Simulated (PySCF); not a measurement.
CH4Si, neutral, multiplicity 1. Atoms are numbered in the order given.

```xyz
6

Si     0.1146    -0.7516     0.0000
H     -1.3989    -0.9633     0.0000
C     -0.0036     1.1461     0.0000
H      0.9662     1.6434     0.0000
H     -0.5749     1.4826     0.8738
H     -0.5749     1.4826    -0.8738
```

Coordinates come from a B3LYP-D3(BJ)/def2-TZVP optimisation.

Computed with ωB97X/def2-TZVPD in PySCF.

Gas-phase values at a fixed geometry.

Task: Estimate the frontier levels, gap, dipole moment and polarisability. (An estimate is asked for; the answer gives what the named calculation found.)

Result: 
| Property | Value |
|---|---|
| highest occupied level | -8.59 eV |
| lowest empty level | -0.43 eV |
| orbital gap | 8.16 eV |
| dipole moment | 1.15 D |
| quadrupole, principal values (traceless, Buckingham form, about the centre of nuclear charge) | -4.02, -0.75, 4.77 D·Å |
| mean static polarisability | 48.2 bohr³ (7.14 Å³) |
| polarisability, principal values | 42.8, 47.3, 54.5 bohr³ |
